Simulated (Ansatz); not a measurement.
Input for Ansatz (a program for electronic structure): R-CCSD(T)/cc-pVTZ on BH3Se (SMILES B[SeH]), a point of a torsion scan. The run froze 15 orbitals, filled d shells among them.

Ansatz 0.2 input:
```yaml
crystal:
  periodic: [false, false, false]
  atoms:
    - {symbol: B, position_ang: [-0.70127487, -0.07125375, 0.20776056]}
    - {symbol: Se, position_ang: [1.12911171, -0.52434392, 0.42896895]}
    - {symbol: H, position_ang: [-1.46704395, -0.84299563, -0.21642900]}
    - {symbol: H, position_ang: [-0.92655585, 1.06997559, 0.07111657]}
    - {symbol: H, position_ang: [0.99728414, -1.65112719, 1.32247694]}
basis:
  gaussian:
    orbitals: cc-pVTZ
magnetization: {spin_polarized: false}
correlation: {method: ccsd_t, electrons: outside_noble_gas}
scf: {lower_state_search: off}
```

### Question
Predict the final total energy.

### Answer
-2426.6209 hartree (reference determinant -2426.3141, T1 diagnostic 0.018).
